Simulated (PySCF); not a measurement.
## Excitation energy of Kr²⁺ by level of theory

Kr²⁺ [Ar] 3d10 4s2 4p4 (3P) → Kr²⁺ [Ar] 3d10 4s1 4p4 5s1 (5P), as a difference of total energies. Computed with PySCF 2.14 in aug-cc-pV5Z-PP with ECP10MDF, with scalar relativity through the core potential. Correlated levels: valence: 3s2 3p6 3d10 frozen. The calculations carry no spin-orbit coupling.

```csv
method,excitation energy (eV)
UHF,32.498
LDA,33.207
PBE,32.859
PBE0,33.064
r2SCAN,33.194
BHandHLYP,33.476
B97-3,33.506
B3LYP,33.273
MP2 (valence),32.505
SCS-MP2 (valence),32.710
```

The promoted electron is Rydberg-like, and one or two diffuse shells describe it only roughly, which tends to raise the upper state.
